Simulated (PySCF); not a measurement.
A PySCF script (with the pyscf-properties extension) for the NMR shieldings of SMILES CBC1([SiH2]O[SiH3])CC1, C4H13BOSi2, on a GFN2-xTB geometry:

```python
import basis_set_exchange as bse
import numpy as np
from pyscf import gto, dft
from pyscf.prop import nmr

atoms = """
C    -2.873481    1.154309    0.671537
B    -2.199044   -0.216003    0.295516
C    -0.668441   -0.329127    0.093031
Si    0.439203    1.190511    0.285379
O     1.968305    0.814908   -0.113424
Si    3.446543    0.167014   -0.175214
C    -0.198685   -1.350112   -0.944099
C    -0.027044   -1.660819    0.487111
H    -2.238167    1.795838    1.276930
H    -3.065000    1.701289   -0.252717
H    -3.834017    1.050231    1.171319
H    -2.872836   -1.164994    0.125865
H     0.485725    1.644548    1.678546
H     0.087471    2.247796   -0.663726
H     4.187141    1.003094   -1.115469
H     4.011291    0.196726    1.173506
H     3.314398   -1.211352   -0.653332
H     0.676427   -1.096831   -1.524035
H    -0.954325   -1.882023   -1.503848
H     0.968338   -1.626914    0.906478
H    -0.662721   -2.411146    0.934877
"""
names = dict.fromkeys(["C", "B", "Si", "O", "H"], "pcSseg-1")
basis = {el: gto.basis.parse(bse.get_basis(n, elements=[el], fmt="nwchem")) for el, n in names.items()}
mol = gto.M(atom=atoms, basis=basis, charge=0, verbose=0)
mf = dft.RKS(mol, xc="PBE0")
mf.grids.level = 2
mf.grids.alignment = dft.numint.BLKSIZE   # the property module wants whole blocks of grid points
mf.conv_tol = 1e-9
mf.kernel()

calc = nmr.RKS(mf)   # GIAO
C = mf.mo_coeff
Co = C[:, mf.mo_occ > 0]
resp = mf.gen_response(singlet=True, hermi=2)
def vind(x):   # induced exchange potential for any number of trial vectors
    d = np.einsum("pi,xij,qj->xpq", C, 2 * x.reshape(-1, C.shape[1], Co.shape[1]), Co, optimize=True)
    return np.einsum("xpq,pi,qj->xij", resp(d - d.transpose(0, 2, 1)), C, Co, optimize=True).ravel()
mo1, _ = nmr.rhf.solve_mo1(calc, with_cphf=vind)
sigma = calc.kernel(mo1)
for i, s in enumerate(sigma):   # ppm
    print("%2d %-2s %9.2f" % (i, mol.atom_pure_symbol(i), np.trace(s) / 3))
```

Problem. What does it print?

Solution. 
```
 0 C     173.56
 1 B      13.74
 2 C     171.87
 3 Si    374.56
 4 O     336.99
 5 Si    392.57
 6 C     172.71
 7 C     173.28
 8 H      30.69
 9 H      31.16
10 H      30.36
11 H      24.91
12 H      26.33
13 H      26.44
14 H      26.59
15 H      26.58
16 H      26.61
17 H      30.45
18 H      30.59
19 H      30.61
20 H      30.54
```

These numbers come from an equivalent density-fitted implementation of the same equations, which agrees with the script to about 0.01 ppm for H and up to a few tenths of a ppm for heavy atoms, so last digits may differ.

Size and cost of the density-fitted run: 215 basis functions, 33 s wall time on 1 thread of an Arm Neoverse V2, shared host; peak memory 0.88 GiB.
